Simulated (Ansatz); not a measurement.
`BN([SiH2][SiH3])[SiH2][SiH3]`, relaxed with RKS PBE0-D4/def2-TZVP in the Gaussian-basis code of Ansatz from a PBE-D4/def2-SVP geometry. The force threshold is 0.005 eV/Å; the program also tests the step.

The species carries charge 0 and has multiplicity 1.

Start:

```xyz
18

B     0.658    1.182    1.142
N    -0.307    0.503    0.357
Si   -1.056    1.353   -1.040
Si    0.388    1.154   -2.888
Si   -0.750   -1.212    0.652
Si    0.607   -2.181    2.309
H     0.943    2.341    0.885
H     1.210    0.610    2.070
H    -2.370    0.673   -1.328
H    -1.317    2.788   -0.678
H     0.674   -0.303   -3.136
H     1.684    1.856   -2.590
H    -0.221    1.750   -4.130
H    -0.604   -1.962   -0.649
H    -2.206   -1.287    1.035
H     2.061   -2.101    1.931
H     0.393   -1.531    3.648
H     0.213   -3.634    2.411
```

**Question.** By how much does the energy fall, and how many steps does the optimiser take? (An estimate is asked.)

**Answer.** Computed: 0.07 eV, in 21 steps.

**Question.** Which bonds change most? (Estimate.)

**Answer.** The calculation gave: N2–Si5 from 1.796 to 1.759 Å; N2–Si3 from 1.799 to 1.764 Å; B1–H8 from 1.221 to 1.201 Å; B1–H7 from 1.221 to 1.201 Å.

**Question.** Give the relaxed structure. (Best estimate.)

**Answer.** Ansatz gave: 
```xyz
18

B     0.696    1.122    1.058
N    -0.291    0.441    0.324
Si   -1.035    1.262   -1.049
Si    0.414    1.248   -2.888
Si   -0.777   -1.207    0.699
Si    0.577   -2.164    2.348
H     0.997    2.243    0.749
H     1.238    0.590    1.987
H    -2.282    0.517   -1.382
H    -1.402    2.649   -0.661
H     0.753   -0.156   -3.245
H     1.670    1.971   -2.551
H    -0.224    1.905   -4.061
H    -0.700   -2.011   -0.555
H    -2.205   -1.213    1.123
H     2.006   -2.148    1.941
H     0.425   -1.470    3.653
H     0.141   -3.579    2.510
```
